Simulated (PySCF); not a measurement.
F4MoO, charge +1, doublet, geometry from GFN2-xTB (such geometries of metal compounds can be far from the true shape) (the multiplicity is a formal guess) (core potentials on Mo). Base run: PySCF with DF-B3LYP/def2-SV(P).

PySCF was given this input:
```python
from pyscf import gto, scf, dft

mol = gto.M(
    atom='''
Mo    0.047004   -0.025919    0.044290
O     1.177714   -0.649422    1.109724
F    -1.151938    0.635209   -1.085436
F     0.024902    1.543591    0.788292
F     1.035474   -0.292906   -1.358933
F    -1.174645   -1.187673    0.462968
''',
    basis='def2-sv(p)',
    ecp={'Mo': 'def2-sv(p)'},
    charge=1,
    spin=1,
    verbose=4,
)

mf = dft.UKS(mol)
mf.xc = 'b3lyp'
mf = mf.density_fit(auxbasis='def2-universal-jkfit')
mf.kernel()
mf.analyze()
```

The base run was repeated with changes; each row names its change, and settings that it needs were set with it.

```json
[
 {"change": "base", "basis functions": "94", "E (Eh)": "-542.05466", "HOMO (eV)": "-18.55", "core-seconds (rough)": "10"},
 {"change": "basis = LANL2DZ", "basis functions": "67", "E (Eh)": "-541.75322", "HOMO (eV)": "-18.86", "core-seconds (rough)": "10"},
 {"change": "basis = def2-SVP", "basis functions": "101", "E (Eh)": "-542.11737", "HOMO (eV)": "-18.51", "core-seconds (rough)": "10"},
 {"change": "basis = def2-SVPD", "basis functions": "149", "E (Eh)": "-542.14715", "HOMO (eV)": "-18.46", "core-seconds (rough)": "20"},
 {"change": "basis = def2-TZVP", "basis functions": "195", "E (Eh)": "-542.72758", "HOMO (eV)": "-18.40", "core-seconds (rough)": "30"},
 {"change": "basis = def2-TZVPP", "basis functions": "211", "E (Eh)": "-542.74333", "HOMO (eV)": "-18.36", "core-seconds (rough)": "30"},
 {"change": "basis = def2-TZVPD", "basis functions": "240", "E (Eh)": "-542.73553", "HOMO (eV)": "-18.32", "core-seconds (rough)": "30"}
]
```

Totals compare only among sets that treat the same electrons; sets with core potentials leave the core out.

Open shells are given as the SCF converged; they aren't shown to be the lowest states, and a large step between rows can be another state.
